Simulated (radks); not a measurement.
Values are calculated unless marked as measured or tabulated.
Polarisability of neutral germanium, [Ar] 3d10 4s2 4p2, at imaginary frequency. Code: a radial shooting solver on a logarithmic mesh with Libxc functionals. Model: scalar-relativistic Kohn-Sham, exchange-only LDA, spin-polarised, spherical densities, finite nucleus; open shells are filled with parallel spins first; Fermi nuclear charge, rms radius 4.0742 fm. Response by self-consistent Sternheimer equations with the Hartree and adiabatic exchange-only LDA kernel, the relativistic mass of each level held fixed and spin-orbit coupling left out.

w (hartree)  alpha1(iw) (bohr^3)
0.00266                    51.28
0.0143                     50.99
0.0360                     49.49
0.0697                     45.39
0.118                      38.29
0.186                      29.52
0.280                      20.95
0.413                      13.76
0.605                      8.424
0.892                      4.856
1.35                       2.667
2.12                       1.396
3.59                      0.6709
6.94                      0.2625
17.5                     0.06061

Static values: alpha1 = 51.29 bohr^3 (7.601 angstrom^3; uncoupled 70.67). C6 = 453.8, triple-dipole C9 = 16320 atomic units. One-pole (London) frequency 4 C6 / (3 alpha1^2) = 0.230 hartree, against 0.138 for minus the highest occupied eigenvalue. Recommended static value: 40 bohr^3 (Schwerdtfeger and Nagle, 2023 table).
